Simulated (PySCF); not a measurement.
## Diatomic cations of As with the fourth-period p block

MP2 with triple-zeta basis sets in PySCF, for the lowest determinant that a PBE0 search found; no spin–orbit coupling. De refers to high-spin ground-configuration atoms (the charge goes to the atom of lower measured ionisation energy or higher electron affinity, which is not always the lowest computed limit).

```
 M        basis  reference, frozen orbitals  charged atom  state (unpaired electrons)  Re (Å)  ωe (cm⁻¹)  De (eV)
Ga  def2-TZVPPD                     UHF, 18           Ga+         quartet (σ ↑, π ↑↑)   2.778        104     0.47
Ge  def2-TZVPPD                     UHF, 18           Ge+              triplet (π ↑↑)   2.377        306     2.31
Br  def2-TZVPPD                     UHF, 18           As+               doublet (π ↑)   2.168        407     3.72
```

The shortest bond is that of AsBr⁺ (2.168 Å), the longest that of GaAs⁺ (2.778 Å). AsBr⁺ is bound most strongly (3.72 eV) and GaAs⁺ least (0.47 eV).

The state changes along the series, so neighbouring rows are not always alike in their bonding.

Correlated steps freeze 18 core orbitals. Weak bonds: GaAs⁺. Basis-set superposition, not corrected here, can be much of De in a small basis, most of all at correlated wavefunction levels. Spin–orbit coupling is left out. For an ion De counts to the pair picked by the measured ionisation energies or electron affinities, which need not be the lowest pair at this level. States were picked by a PBE0 search and need not be the measured ground states.
